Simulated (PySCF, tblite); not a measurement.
Compound: C2H12BNSi2.
Bonds: C1–B2, B2–C3, B2–N4, N4–Si5, Si5–Si6. Hydrogens: H7, H8, H9 on C1; H10, H11, H12 on C3; H13 on N4; H14, H15 on Si5; H16, H17, H18 on Si6.

Computed with GFN2-xTB (tblite), gas phase: nudged elastic band of 9 images (0 to 8), spring 0.2 eV/Å², climbing image at the end, force threshold 0.05 eV/Å. No saddle search or frequency run followed, so the top image need not be a first-order saddle, and its height can exceed the method's true barrier by a kcal/mol or more.

Path: rotation about Si5–N4 (SiH2 silicon, silicon-bound nitrogen), followed by the dihedral Si6–Si5–N4–B2.

Image 0 (start, dihedral 56°):
```
atom  x, y, z in Å
C1     -0.846   -1.282    0.279
B2     -1.171    0.167   -0.280
C3     -2.615    0.506   -0.849
N4     -0.169    1.147   -0.274
Si5     1.487    1.061    0.281
Si6     2.651   -0.639   -0.762
H7     -1.740   -1.866    0.487
H8     -0.252   -1.247    1.190
H9     -0.263   -1.843   -0.451
H10    -2.980   -0.279   -1.508
H11    -3.334    0.579   -0.034
H12    -2.656    1.445   -1.398
H13    -0.442    2.048   -0.638
H14     1.998    2.409   -0.018
H15     1.460    0.950    1.752
H16     4.041   -0.246   -1.026
H17     2.094   -1.034   -2.063
H18     2.731   -1.870    0.033
```

Image 8 (end, +0.044 eV, dihedral 176°):
```
atom  x, y, z in Å
C1     -1.571   -0.481    1.327
B2     -1.311   -0.011   -0.163
C3     -2.523    0.286   -1.144
N4      0.010    0.137   -0.618
Si5     1.525   -0.099    0.217
Si6     3.206    0.212   -1.329
H7     -2.593   -0.312    1.657
H8     -0.906    0.013    2.031
H9     -1.379   -1.550    1.419
H10    -3.271   -0.505   -1.110
H11    -3.035    1.200   -0.843
H12    -2.223    0.413   -2.183
H13     0.099    0.428   -1.581
H14     1.575    0.850    1.345
H15     1.505   -1.444    0.814
H16     4.378    0.851   -0.728
H17     2.818    1.061   -2.465
H18     3.688   -1.040   -1.922
```

Problem. What do the inner images look like?

Solution. 
Image 1: +0.012 eV, dihedral 70°
```
atom  x, y, z in Å
C1     -0.968   -1.245    0.471
B2     -1.197    0.148   -0.253
C3     -2.601    0.498   -0.909
N4     -0.144    1.070   -0.311
Si5     1.489    0.964    0.304
Si6     2.750   -0.556   -0.898
H7     -1.897   -1.767    0.686
H8     -0.425   -1.132    1.407
H9     -0.367   -1.902   -0.158
H10    -2.982   -0.331   -1.503
H11    -3.343    0.681   -0.133
H12    -2.578    1.380   -1.547
H13    -0.348    1.935   -0.790
H14     1.962    2.356    0.197
H15     1.406    0.673    1.745
H16     4.128   -0.079   -1.071
H17     2.243   -0.814   -2.253
H18     2.862   -1.873   -0.258
```

Image 2: +0.034 eV, dihedral 84°
```
atom  x, y, z in Å
C1     -1.108   -1.198    0.648
B2     -1.225    0.121   -0.224
C3     -2.588    0.481   -0.958
N4     -0.117    0.971   -0.342
Si5     1.502    0.861    0.308
Si6     2.860   -0.457   -1.021
H7     -2.075   -1.639    0.877
H8     -0.593   -1.020    1.589
H9     -0.528   -1.951    0.116
H10    -3.007   -0.385   -1.467
H11    -3.334    0.796   -0.229
H12    -2.495    1.282   -1.689
H13    -0.260    1.784   -0.925
H14     1.925    2.272    0.380
H15     1.397    0.400    1.699
H16     4.224    0.085   -1.069
H17     2.420   -0.556   -2.420
H18     2.993   -1.841   -0.550
```

Image 3: +0.055 eV, dihedral 98°
```
atom  x, y, z in Å
C1     -1.246   -1.130    0.810
B2     -1.253    0.094   -0.197
C3     -2.576    0.458   -0.998
N4     -0.089    0.854   -0.380
Si5     1.517    0.744    0.301
Si6     2.967   -0.349   -1.131
H7     -2.246   -1.484    1.048
H8     -0.749   -0.886    1.746
H9     -0.701   -1.970    0.380
H10    -3.045   -0.430   -1.419
H11    -3.311    0.899   -0.325
H12    -2.421    1.167   -1.811
H13    -0.174    1.603   -1.053
H14     1.882    2.150    0.560
H15     1.409    0.106    1.618
H16     4.306    0.246   -1.053
H17     2.585   -0.290   -2.548
H18     3.139   -1.774   -0.827
```

Image 4: +0.070 eV, dihedral 114°
```
atom  x, y, z in Å
C1     -1.365   -1.038    0.954
B2     -1.278    0.068   -0.179
C3     -2.569    0.431   -1.032
N4     -0.063    0.724   -0.428
Si5     1.527    0.610    0.289
Si6     3.060   -0.237   -1.220
H7     -2.389   -1.300    1.206
H8     -0.868   -0.726    1.869
H9     -0.870   -1.951    0.626
H10    -3.093   -0.465   -1.361
H11    -3.277    0.987   -0.418
H12    -2.363    1.036   -1.914
H13    -0.097    1.401   -1.178
H14     1.833    1.980    0.744
H15     1.426   -0.209    1.500
H16     4.367    0.400   -1.019
H17     2.723   -0.024   -2.634
H18     3.287   -1.680   -1.081
```

Image 5 (top): +0.075 eV, dihedral 129°
```
atom  x, y, z in Å
C1     -1.453   -0.924    1.074
B2     -1.298    0.047   -0.169
C3     -2.565    0.400   -1.060
N4     -0.042    0.589   -0.484
Si5     1.529    0.459    0.272
Si6     3.134   -0.125   -1.282
H7     -2.490   -1.091    1.350
H8     -0.930   -0.551    1.952
H9     -1.020   -1.897    0.845
H10    -3.147   -0.490   -1.295
H11    -3.234    1.061   -0.510
H12    -2.325    0.895   -2.000
H13    -0.034    1.185   -1.301
H14     1.774    1.761    0.924
H15     1.435   -0.530    1.349
H16     4.403    0.540   -0.964
H17     2.827    0.238   -2.672
H18     3.426   -1.562   -1.305
```

Image 6: +0.068 eV, dihedral 145°
```
atom  x, y, z in Å
C1     -1.508   -0.791    1.174
B2     -1.312    0.029   -0.168
C3     -2.565    0.366   -1.085
N4     -0.026    0.449   -0.545
Si5     1.522    0.290    0.249
Si6     3.189   -0.013   -1.317
H7     -2.548   -0.855    1.483
H8     -0.939   -0.368    1.998
H9     -1.150   -1.811    1.041
H10    -3.206   -0.503   -1.219
H11    -3.182    1.125   -0.604
H12    -2.304    0.742   -2.073
H13     0.016    0.954   -1.420
H14     1.702    1.492    1.088
H15     1.438   -0.847    1.171
H16     4.413    0.666   -0.883
H17     2.896    0.502   -2.661
H18     3.555   -1.421   -1.506
```

Image 7: +0.054 eV, dihedral 161°
```
atom  x, y, z in Å
C1     -1.538   -0.644    1.254
B2     -1.321    0.012   -0.172
C3     -2.566    0.330   -1.105
N4     -0.017    0.302   -0.605
Si5     1.512    0.103    0.217
Si6     3.225    0.099   -1.327
H7     -2.569   -0.595    1.594
H8     -0.911   -0.183    2.015
H9     -1.261   -1.697    1.223
H10    -3.269   -0.500   -1.131
H11    -3.118    1.182   -0.707
H12    -2.299    0.572   -2.132
H13     0.050    0.705   -1.530
H14     1.625    1.180    1.219
H15     1.444   -1.155    0.973
H16     4.401    0.777   -0.775
H17     2.931    0.769   -2.601
H18     3.671   -1.250   -1.688
```

The largest changes of bonds and angles from start to top: Si5–H15 1.475 → 1.465 Å, Si5–H14 1.473 → 1.476 Å, N4–H13 1.010 → 1.012 Å, N4–Si5–H14 102.7 → 105.9°, B2–N4–Si5 130.1 → 132.8°, Si6–Si5–H15 113.9 → 111.6°. GFN2-xTB torsional profiles can miss by a kcal/mol or more and can put conformers in the wrong order.

Problem. What do single points at PBE0/pcSseg-1 (PySCF, no dispersion term) give on some images?

Solution. 
```json
{"image": "0", "GFN2-xTB E (eV)": "0.000", "DFT E (eV)": "0.000", "HOMO (eV)": "-7.78", "LUMO (eV)": "-0.30", "dipole (D)": "0.83"}
{"image": "2", "GFN2-xTB E (eV)": "0.034", "DFT E (eV)": "0.016", "HOMO (eV)": "-7.72", "LUMO (eV)": "-0.33", "dipole (D)": "0.80"}
{"image": "5", "GFN2-xTB E (eV)": "0.075", "DFT E (eV)": "0.028", "HOMO (eV)": "-7.80", "LUMO (eV)": "-0.32", "dipole (D)": "0.68"}
{"image": "6", "GFN2-xTB E (eV)": "0.068", "DFT E (eV)": "0.021", "HOMO (eV)": "-7.89", "LUMO (eV)": "-0.33", "dipole (D)": "0.68"}
{"image": "8", "GFN2-xTB E (eV)": "0.044", "DFT E (eV)": "0.009", "HOMO (eV)": "-8.04", "LUMO (eV)": "-0.34", "dipole (D)": "0.69"}
```

Energies count from image 0 at each level. At the GFN2-xTB top the DFT energy is 0.6 kcal/mol against 1.7; the geometries weren't optimised at the DFT level.

What follows is the cost of the whole band run. Rough CPU time on one thread of a shared machine: about 12 s.
